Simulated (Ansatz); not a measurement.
Relaxation of H8OSSi2 (12 atoms, charge 0, multiplicity 1), to a largest force component of 0.03 eV/Å in at most 50 steps.

Level of theory: RKS PBE0/def2-SVP (Ansatz 0.2.0).

```xyz
12
Properties=species:S:1:pos:R:3
Si 0.509 0.393 1.454
H 1.081 -0.936 1.343
O -0.906 0.500 0.615
Si -1.826 0.053 -0.691
H 0.225 0.684 2.889
H 1.517 1.381 0.961
H 1.729 -1.340 -0.426
S 1.598 -0.738 -1.635
H -3.259 0.209 -0.304
H -1.572 -1.377 -1.046
H -1.545 0.925 -1.868
H 2.449 0.247 -1.291
```

**Question.** Where does it end, and by what steps?

**Answer.** The forces met the threshold. After 8 steps the energy has fallen by 0.108 eV; H7 moved furthest, 0.72 Å.

```csv
step,energy less start (eV),largest force component (eV/Å),accepted
0,0.0000,0.894,yes
1,-0.0769,0.244,yes
2,-0.0845,0.154,yes
3,-0.0961,0.063,yes
4,-0.1042,0.081,yes
5,-0.0875,0.658,no
6,-0.1069,0.036,yes
7,-0.1071,0.108,yes
8,-0.1077,0.029,yes
```

```xyz
12
Properties=species:S:1:pos:R:3
Si 0.412 0.447 1.595
H 0.974 -0.938 1.644
O -0.973 0.502 0.699
Si -1.834 0.055 -0.644
H 0.084 0.880 2.984
H 1.451 1.369 1.041
H 2.114 -1.624 -0.968
S 1.616 -0.696 -1.814
H -3.279 0.269 -0.339
H -1.616 -1.387 -0.966
H -1.460 0.893 -1.821
H 2.512 0.229 -1.411
```

Run time: 23 s on 2 threads of Arm Neoverse V2 (shared host), peak memory 0.24 GiB.
